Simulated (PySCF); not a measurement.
CH3AlBrFO, SMILES C[O][Al]([F])[Br]. Geometry optimised at B3LYP-D3(BJ)/def2-SVP. Other conformers were not sampled.

Computed equilibrium geometry at B3LYP-D3(BJ)/def2-SVP (PySCF confirms it by a frequency run) as bond lengths and angles, and its point group (one conformer of several):
point group Cs.
Atoms: Al1 F2 Br3 O4 C5 H6 H7 H8. Bond lengths (Å): Al1–F2 1.654, Al1–Br3 2.241, Al1–O4 1.676, O4–C5 1.401, C5–H6 1.104, C5–H7 1.104, C5–H8 1.106. Bond angles (°): F2–Al1–Br3 119.3, F2–Al1–O4 118.6, Br3–Al1–O4 122.2, Al1–O4–C5 139.0, O4–C5–H6 110.2, O4–C5–H7 110.2, O4–C5–H8 112.6, H6–C5–H7 107.7, H6–C5–H8 108.0, H7–C5–H8 108.0.
Charge 0, spin multiplicity 1.
